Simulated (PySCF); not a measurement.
Cl2MoO2 (SMILES [O]=[Mo](=[O])([Cl])[Cl]), singlet, geometry from GFN2-xTB (such geometries of metal compounds can be far from the true shape) (core potentials on Mo). Base run: PySCF with PBE0/def2-SV(P).

The PySCF input:
```python
from pyscf import gto, scf, dft

mol = gto.M(
    atom='''
Mo    0.298668   -0.055206    0.098626
O     1.452282   -0.587896   -0.930250
O     0.741126    0.182461    1.654554
Cl   -0.459639    1.801845   -0.663469
Cl   -1.310439   -1.474660    0.078957
''',
    basis='def2-sv(p)',
    ecp={'Mo': 'def2-sv(p)'},
    charge=0,
    spin=0,
    verbose=4,
    symmetry=True,
)

mf = dft.RKS(mol)
mf.xc = 'pbe0'
mf.kernel()
mf.analyze()
```

Variants of this job, named by their change:

```csv
change,ΔE vs base (mEh),point group used,SCF cycles
base,0.000,C2v,11
symmetry_subgroup = C2,0.000,C2,11
irrep_nelec = A1:24 A2:6 B1:20 B2:14,517.1,C2v,13
irrep_nelec = A1:28 A2:6 B1:18 B2:12,390.7,C2v,15
symmetry = off,0.000,C1,12
symmetry_subgroup = Cs,0.000,Cs,12
irrep_nelec = A1:26 A2:6 B1:20 B2:12,488.1,C2v,14
irrep_nelec = A1:28 A2:4 B1:18 B2:14,410.9,C2v,12
```
